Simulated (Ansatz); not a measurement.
`[OH][Al]([O][SiH3])[O][SiH3]` + `[OH][In]([F])[SH]` → `[OH][Al]([F])[O][SiH3]` + `[OH][In]([SH])[O][SiH3]`  (redistribution)

Computed with Ansatz on PBE0-D4/def2-TZVP structures; ΔE is electronic, products minus reactants. CCSD(T)/CBS adds triple-zeta CCSD(T) − MP2 to the extrapolated MP2 energy (def2 sets, frozen cores). DFT in def2-TZVPP. B3LYP here is the variant with VWN-RPA as its local correlation; programs differ in this. def2 core potentials past Kr. For In outer-core shells are correlated without core-valence functions, which leaves a few kJ/mol of doubt a bond. One conformer a species, not always the lowest.

Question: Is it downhill or uphill in electronic energy at CCSD(T)/CBS, and by how much? (An estimate is asked.)

Answer: Ansatz gave: Downhill: ΔE = -15.2 kJ/mol.

Question: What do these levels give: PBE-D4, r2SCAN-D4, B3LYP-D4, PBE, HF/def2-TZVPP, CCSD/def2-TZVPP, CCSD(T)/def2-TZVPP, MP2/def2-QZVPP, SCS-MP2/def2-QZVPP, HF/CBS(def2), MP2/CBS(def2), CCSD/CBS(def2)? (Estimate.)

Answer: Computed: PBE-D4 -5.4, r2SCAN-D4 -4.7, B3LYP-D4 -3.3, PBE -4.1, HF/def2-TZVPP 0.4, CCSD/def2-TZVPP -12.1, CCSD(T)/def2-TZVPP -14.1, MP2/def2-QZVPP -17.8, SCS-MP2/def2-QZVPP -14.3, HF/CBS(def2) 0.4, MP2/CBS(def2) -18.3, CCSD/CBS(def2) -13.2 kJ/mol.

Largest T1 diagnostic among the species: 0.016.

In def2-TZVPP, CCSD(T) changes the Hartree–Fock value by −14.6 kJ/mol (the triples alone add −2.0 kJ/mol) and MP2 by −17.6 kJ/mol.
